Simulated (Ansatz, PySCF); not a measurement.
Precursor series Nb Cl-F. Isolated molecules, 0 K electronic values unless said otherwise.

Quantity: redistribution energy (mixed species minus the weighted end members), in kcal/mol.

Level 1: frozen-core MP2/def2-TZVPP // PBE-D3(BJ)/def2-SVP (Ansatz, a quantum-chemistry and plane-wave program)
Level 2: B3LYP/6-311+G** (LANL2DZ on Nb) // PBE-D3(BJ)/def2-SVP (PySCF)
Level 3: PBE/6-31G* (LANL2DZ on Nb) // PBE-D3(BJ)/def2-SVP (PySCF)
Level 4: SVWN5/6-31G* (LANL2DZ on Nb) // PBE-D3(BJ)/def2-SVP (PySCF)

```csv
species,level 2,level 3,level 4
3 of 5 Cl replaced by F: [Nb(Cl)2(F)3],0.83,-0.05,0.19
1 of 5 Cl replaced by F: [Nb(Cl)4(F)],0.51,0.16,0.31
2 of 5 Cl replaced by F: [Nb(Cl)3(F)2],0.35,-1.17,-0.82
4 of 5 Cl replaced by F: [Nb(Cl)(F)4],0.60,-0.57,-0.69
```

**Question.** What does level 1 give for each?

**Answer.** 
- 3 of 5 Cl replaced by F: [Nb(Cl)2(F)3]: 2.60
- 1 of 5 Cl replaced by F: [Nb(Cl)4(F)]: 1.66
- 2 of 5 Cl replaced by F: [Nb(Cl)3(F)2]: 1.94
- 4 of 5 Cl replaced by F: [Nb(Cl)(F)4]: 2.03
